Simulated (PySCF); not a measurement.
Assigning NMR signals

Mapped SMILES: `[CH3:1][O:2][C@H:3]1[CH:4]=[CH:5][P@@:6]([CH3:7])(=[O:8])[CH:9]=[CH:10]1` (H(Xn): hydrogen on atom n).

- geometry from GFN2-xTB
- shielding tensors at PBE0/pcSseg-1 (GIAO)
- program: PySCF
- non-relativistic Hamiltonian, fast rotation and ring inversion assumed for equivalent nuclei, no solvent, one conformer

Referencing at the same level of theory: TMS for ¹³C and ¹H.

(1) Assign these signals to the numbered atoms. ¹³C{¹H} NMR (computed): δ 154.7 (CH), 136.0 (CH), 80.7 (CH), 59.7 (CH3), 19.1 (CH3).

(2) Assign these signals to the numbered atoms. ¹H NMR (400 MHz, computed): δ 7.12 (m, 2H), 6.51 (m, 2H), 3.65 (m, 1H), 3.65 (s, 3H), 1.29 (m, 3H).

Results:

(1) 
154.7 → C4/C10, alkene CH: as expected for a trigonal carbon in a double bond
136.0 → C5/C9, alkene CH
80.7 → C3, allylic sp3 CH bonded to O: the inductive effect lowers its shielding
59.7 → C1, methyl carbon bonded to O: pulled downfield by the heteroatom
19.1 → C7, methyl carbon bonded to P

(2) 
7.12 → H(C4)/H(C10), hydrogen on an alkene CH: a vinylic proton, deshielded by the sp2 carbon and the C=C anisotropy
6.51 → H(C5)/H(C9), hydrogen on an alkene CH
3.65 → H(C3), hydrogen on an allylic sp3 CH bonded to O: its carbon carries O, which withdraws density
3.65 → H(C1), hydrogen on a methyl carbon bonded to O: its carbon carries O, which withdraws density
1.29 → H(C7), hydrogen on a methyl carbon bonded to P

H(C3) and H(C1) lie closer than the usual error of such a calculation, so a measured spectrum could show them in the other order.

Splittings by ³¹P in the carbon and heteronuclear signals aren't shown, as no couplings were computed. Shifts are as computed. Against solution values, carbons near 30 ppm lie about +3 ppm off and those near 130 ppm about +5 ppm. Of 1211 compounds with measured shifts, 218 miss one by over three times the rms of a fit or turn the order of signals round; such compounds aren't used in these exercises. No couplings were computed; multiplicities are counted from neighbouring protons, with m where these are inequivalent, close in shift, in a saturated or five-membered ring or joined by F or P, and br s for small geminal =CH2 splittings.
